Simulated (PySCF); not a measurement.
Compound: Ti(NEt2)Cl3, C₄H₁₀Cl₃NTi (singlet state).
Bonds: Ti1–N2, Ti1–Cl17, Ti1–Cl18, Ti1–Cl19, N2–C3, N2–C5, C3–C4, C5–C6. Hydrogens: H7, H8 on C3; H9, H10, H11 on C4; H12, H13 on C5; H14, H15, H16 on C6.

Method: PySCF, PBE0-D3(BJ)/def2-SVP geometry optimisation, gas phase.

Q: How far are the bound atoms from Ti1?

A: 4 atoms: N2 1.825 Å, Cl18 2.189 Å, Cl17 2.197 Å, Cl19 2.198 Å. The nearest atom not counted as bound is C5, at 2.85 Å.

Q: List the angles at Ti1.

A: 
| angle | degrees | distance of the outer atoms (Å) |
| --- | --- | --- |
| Cl17–Ti1–Cl19 | 112.1 | 3.65 |
| Cl17–Ti1–Cl18 | 110.3 | 3.60 |
| N2–Ti1–Cl17 | 110.0 | 3.30 |
| N2–Ti1–Cl18 | 109.6 | 3.29 |
| Cl18–Ti1–Cl19 | 108.0 | 3.55 |
| N2–Ti1–Cl19 | 106.6 | 3.23 |

Q: What is the shape at Ti1?

A: Tetrahedral: angles from 106.6° to 112.1°; τ4 = (360° − α − β)/141° = 0.98 with α and β the two widest (0 for a square, 1 for a tetrahedron).

Q: What are the other bond lengths?

A: N2–C3, N2–C5 1.460 Å; C3–C4, C5–C6 1.519 Å. (A selection.)

Q: Give some angles away from the centre.

A: Ti1–N2–C3 126.0°, Ti1–N2–C5 119.8°, C3–N2–C5 113.7°, N2–C3–C4 115.6°, N2–C5–C6 113.0°.

Q: What are the rotational constants (commonest isotopes, rigid rotor)?

A: A = 771.2, B = 719.7, C = 573.7 MHz: an asymmetric top.

Point group: C1 (no symmetry element, even within 0.4 Å). Charge 0, singlet. No PBE0-D3(BJ)/def2-SVP frequencies stand behind this structure, so it isn't proved a minimum.
